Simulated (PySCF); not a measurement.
## Basis and Hamiltonian dependence of the excitation energy of Te

Te [Kr] 4d10 5s2 5p4 (3P) → Te [Kr] 4d10 5s2 5p3 5d1 (5D). Calculated with PySCF 2.14 from differences of total energies of unrestricted determinants, without spin-orbit coupling. Values in eV.

```
                                                                               basis    Hamiltonian  functions    UHF    LDA   PBE0  MP2 (valence)  CCSD(T) (valence)
                                                        aug-cc-pVDZ-PP with ECP28MDF            ECP         32  6.983  7.612  7.385          7.449              7.496
                                                        aug-cc-pVTZ-PP with ECP28MDF            ECP         55  6.316  6.939  6.756          6.736              6.850
                             def2-TZVPPD with the def2 core potential (28 electrons)            ECP         59  6.200  6.812  6.639          6.698              6.824
         aug-cc-pVTZ-PP with one added diffuse shell each of d, f type with ECP28MDF            ECP         67  5.874  6.540  6.360          6.317              6.441
                                                                     aug-cc-pVTZ-DK3  spin-free X2C         68  6.336  6.961  6.775          6.756              6.869
                   x2c-TZVPPall with one added diffuse shell each of s, p, d, f type  spin-free X2C         76  6.043  6.691  6.509          6.455              6.572
                             def2-QZVPPD with the def2 core potential (28 electrons)            ECP         91  6.077  6.715  6.534          6.607              6.742
                                                        aug-cc-pVQZ-PP with ECP28MDF            ECP         92  6.142  6.784  6.599          6.629              6.747
                                                      aug-cc-pwCVTZ-PP with ECP28MDF            ECP         96  6.321  6.952  6.768          6.758              6.874
                                                                     aug-cc-pVQZ-DK3  spin-free X2C        102  6.269  6.904  6.716          6.748                n/a
                                                                   aug-cc-pwCVTZ-DK3  spin-free X2C        109  6.342  6.975  6.788          6.778              6.894
aug-cc-pVQZ-PP with one added diffuse shell each of s, p, d, f, g type with ECP28MDF            ECP        117  5.871  6.548  6.364          6.392                n/a
                   x2c-QZVPPall with one added diffuse shell each of s, p, d, f type  spin-free X2C        128  6.034  6.690  6.505          6.527                n/a
                                                        aug-cc-pV5Z-PP with ECP28MDF            ECP        139  6.045  6.690  6.507          6.573                n/a
```

Frozen in the all-electron rows: valence: [Kr] 4d10; with a core potential, the same shells as far as they lie outside it.

At UHF, aug-cc-pVDZ-PP with ECP28MDF lies more than 0.3 eV from the median of the rows with comparable relativity.

Reference for a calculation without spin-orbit coupling: 6.655 eV (measured, between term centres; NIST).
